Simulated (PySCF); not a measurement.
# Computed properties of InHClBr, SMILES [Cl][InH][Br]

InHClBr, SMILES [InH]([Br])[Cl]. The structure is a stationary point at PBE0-D3(BJ)/def2-SVP. The def2 effective core potentials stand for the cores of In; spin–orbit coupling is left out. The values are those of a single conformer. All values are computed for the isolated molecule unless a solvent is named; none is compared with measurement here.

**Structure.** The optimised structure has Cs symmetry. All 6 harmonic modes at PBE0-D3(BJ)/def2-SVP (PySCF) are real, so it is a minimum. With heavy atoms numbered as in [InH:1]([Cl:3])[Br:4], the shortest bond between them is In1–Cl3 at 2.341 Å and the longest In1–Br4 at 2.472 Å.

**Vibrations.** The strongest infrared lines (harmonic, unscaled, degenerate partners summed) lie at 1870 cm⁻¹ (102 km/mol, H 99 %), 470 cm⁻¹ (88 km/mol, H 95 %), 371 cm⁻¹ (74 km/mol, Cl 72 %, In 25 %). The softest mode is at 88 cm⁻¹ and the zero-point energy is 4.9 kcal/mol.

**Electronic structure.** CAM-B3LYP/def2-TZVPD (PySCF) places the frontier levels at -9.80 and -1.28 eV, a gap of 8.52 eV, and gives a dipole moment of 2.52 D and a mean polarisability of 73.8 bohr³.

**Excitations.** TDA-CAM-B3LYP/def2-SVPD (PySCF) has S1 at 5.36 eV (231 nm, f = 0.031, weak); the most intense of the 10 singlets computed lies at 5.99 eV (f = 0.08). T1 (TDA) is at 4.85 eV, 0.51 eV under S1. No vertical singlet excitation falls in the visible range (under 3.1 eV).
